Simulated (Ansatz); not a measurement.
Consider the formal exchange of groups at the Si–N bond: `C[SiH2][NH][AlH2]` + `F[SiH](F)F` → `C[SiH2][Si](F)(F)F` + `[NH2][AlH2]`.

Computed with Ansatz on PBE0-D4/def2-TZVP structures; ΔE is electronic, products minus reactants. CCSD(T)/CBS adds triple-zeta CCSD(T) − MP2 to the extrapolated MP2 energy (def2 sets, frozen cores). This one scheme is used for every species. DFT in def2-TZVPP. One conformer a species, not always the lowest.

`C[SiH2][NH][AlH2]`:

Z-matrix (Å, degrees):
```
C
Si 1 1.868
H 1 1.094 2 110.6
H 1 1.093 2 111.0 3 119.5
H 1 1.093 2 111.0 3 -120.2
N 2 1.730 1 112.9 3 -179.8
H 2 1.493 1 108.1 3 -56.9
H 2 1.488 1 110.2 3 61.4
Al 6 1.781 2 129.4 1 -117.5
H 6 1.013 2 114.6 1 63.7
H 9 1.581 6 118.4 2 1.3
H 9 1.584 6 117.5 2 -179.1
```

`F[SiH](F)F`:

Z-matrix (Å, degrees):
```
Si
F 1 1.573
F 1 1.573 2 108.3
F 1 1.573 2 108.3 3 117.1
H 1 1.461 2 110.7 3 -121.4
```

`C[SiH2][Si](F)(F)F`:

Cartesian coordinates in Å:
```
C 1.733 -0.146 -0.030
Si 0.033 -0.811 0.381
Si -1.600 0.727 -0.252
F -1.416 2.119 0.484
F -3.071 0.235 0.067
F -1.549 1.034 -1.806
H 2.503 -0.862 0.264
H 1.920 0.792 0.497
H 1.828 0.039 -1.102
H -0.252 -2.079 -0.342
H -0.128 -1.048 1.840
```

`[NH2][AlH2]`:

Cartesian coordinates in Å:
```
N 0.928 0.041 0.127
Al -0.820 -0.036 -0.112
H 1.382 0.192 1.014
H 1.615 -0.061 -0.603
H -1.750 0.146 1.156
H -1.356 -0.282 -1.582
```

```tsv
level	ΔE (kJ/mol)
PBE-D4	41.3
B2PLYP	66.5
```

Question: What does CCSD(T)/CBS give? (Estimate.)

Answer: The calculation gave: +67.2 kJ/mol. The listed levels differ from it by -25.9, -0.7 kJ/mol.

Largest T1 diagnostic among the species: 0.012.

From PBE to PBE0 (25 % exact exchange), in def2-TZVPP and without D4, ΔE moves by +9.0 kJ/mol. In def2-TZVPP, CCSD(T) changes the Hartree–Fock value by −11.4 kJ/mol (the triples alone add −1.3 kJ/mol) and MP2 by −3.0 kJ/mol.
